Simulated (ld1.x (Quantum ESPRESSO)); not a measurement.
## Sm: one change to a TM potential, before and after

```
Element                 : samarium
Generator               : ld1.x (Quantum ESPRESSO) 7.5
Type                    : norm-conserving Troullier–Martins (Kleinman–Bylander form)
Functional              : PBEsol
Relativity              : scalar-relativistic
Frozen core             : [Kr] 4d10
Valence charge          : 16
Reference configuration : 4f6 5s2 5p6 5d0 6s1.5 6p0 (charge +0.5)
Partial waves           : 5s (bound): rc 1.90 bohr; 5p (bound): rc 2.80 bohr; 5d (bound, empty): rc 2.80 bohr; 4f (bound): rc 1.55 bohr
Local potential         : the f channel
Core correction         : none
```

Occupied shells without a wave of their own: 6s. They enter only through the test configuration that unscreens the potential.

Change: wave 5p (bound): rc 2.80 bohr becomes 5p (bound): rc 1.88 bohr.

Cutoffs: the cutoffs (Ry, on a coarse ladder) from which the occupation-weighted sum of valence levels, in a spherical-Bessel basis at the reference potential, stays within 10 and 1 mRy of its value at 400 Ry; they do not see the model core or the augmentation charge, which bear on the density cutoff. Errors are all-electron minus pseudo energies relative to the spin-unpolarised reference configuration.

Task: How do hardness, ghosts and transferability respond?

Result: The potential gets neither clearly harder nor softer (160 Ry and 230 Ry → 160 Ry and 230 Ry); both files keep a bound ghost (p, s); of the 7 tests that both files solve, the error grows in 1 and shrinks in 2 by more than 15 % and 0.3 meV (median size 11.6 → 8.3 meV); the range in which the p phases agree widens (upper end 0.3 → at the end of the scan).

| quantity | base | changed |
| --- | --- | --- |
| cutoff, loose | 160 Ry | 160 Ry |
| cutoff, tight | 230 Ry | 230 Ry |
| loose cutoff by channel (10 mRy a level) | s 35 Ry, p 12 Ry, f 140 Ry | s 35 Ry, p 25 Ry, f 140 Ry |
| bound ghosts | s, p | s, p |
| error for 4f6 5s2 5p6 5d0 6s2 6p0, meV [ΔE -2.38 eV] | +7.8 | +7.8 |
| error for 4f6 5s2 5p6 5d0 6s1 6p0, meV [ΔE 3.58 eV] | -10 | -10 |
| error for 4f6 5s2 5p6 5d0 6s0 6p0, meV [ΔE 14.57 eV] | -42 | -42 |
| error for 4f5 5s2 5p6 5d0 6s0 6p0, meV [ΔE 38.45 eV] | +42 | -59 |
| error for 4f6 5s2 5p6 5d0 6s1 6p1, meV [ΔE 0.08 eV] | +12 | -6.8 |
| error for 4f6 5s2 5p6 5d0.5 6s1.5 6p0, meV [ΔE -1.40 eV] | -0.5 | -0.3 |
| error for 4f5 5s2 5p6 5d1 6s1 6p0, meV [ΔE 7.07 eV] | +66 | +8.3 |
| s: phases at 3.06 bohr within 0.05 rad from the reference energy up to (Ry; the scan ends near 5) | 4.2 | 4.2 |
| p: phases at 3.06 bohr within 0.05 rad from the reference energy up to (Ry; the scan ends near 5) | 0.3 | to the end of the scan |
| d: phases at 3.06 bohr within 0.05 rad from the reference energy up to (Ry; the scan ends near 5) | 1.2 | 1.2 |
| f: phases at 3.06 bohr within 0.05 rad from the reference energy up to (Ry; the scan ends near 5) | 0.9 | 0.9 |

 A true bound ghost makes a file unfit for plane-wave use even where its test errors are small: the radial tests pick states by their node count and pass the ghost by.
